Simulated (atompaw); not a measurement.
Nd: one change to a PAW (atompaw) potential, before and after

atompaw 4.2.0.5 input, output lines left out:

```
Nd 60
LDA-PW scalarrelativistic loggrid 2001 logderivrange -3 5 201
6 6 5 4 0 0
6 0 1
6 1 0
5 2 0
4 3 4
0 0 0
c
c
c
c
c
v
c
c
c
c
v
c
c
v
v
3
3.00 2.30 3.00 1.70
y
3.05
n
y
1.45
n
y
0.15
n
y
-0.05
n
custom rrkj gramschmidtortho besselshape
4 0.5 ultrasoft
3.00
3.00
3.00
3.00
3.00
3.00
1.70
1.70
```

Change: all radii scaled by about 1.14 (s 3.42, p 3.42, d 3.42, f 1.94 bohr); local potential ultrasoft scheme with l = 4 at 0.5 Ry, radius 3.42 bohr; augmentation besselshape compensation charge, radius 2.62 bohr; PAW radius 3.42 bohr; waves and projectors: custom rrkj gramschmidtortho; core correction smooth core density matched at 1.94 bohr.

Cutoffs: the cutoffs (Ry, on a coarse ladder) from which the occupation-weighted sum of valence levels, in a spherical-Bessel basis at the reference potential, stays within 10 and 1 mRy of its value at 400 Ry; they do not see the model core or the augmentation charge, which bear on the density cutoff.

What does the change do?

The potential gets softer (45 Ry and 70 Ry → 35 Ry and 55 Ry); both files keep a bound ghost (p, s). A larger radius leaves more room for a smooth pseudo-wave, so fewer plane waves are needed.

```csv
quantity,base,changed
"cutoff, loose",45 Ry,35 Ry
"cutoff, tight",70 Ry,55 Ry
loose cutoff by channel (10 mRy a level),"s 6 Ry, f 40 Ry","s 6 Ry, f 30 Ry"
bound ghosts,"p, s","s, p"
lowest overlap eigenvalue by channel,"s 0.69, p 0.00, d 0.55, f 1.00","s 0.68, p 0.68, d 0.42, f 0.78"
```

 A true bound ghost makes a file unfit for plane-wave use even where its test errors are small: the radial tests pick states by their node count and pass the ghost by. The cutoffs see the waves, projectors and local potential, not the compensation charge or the core.
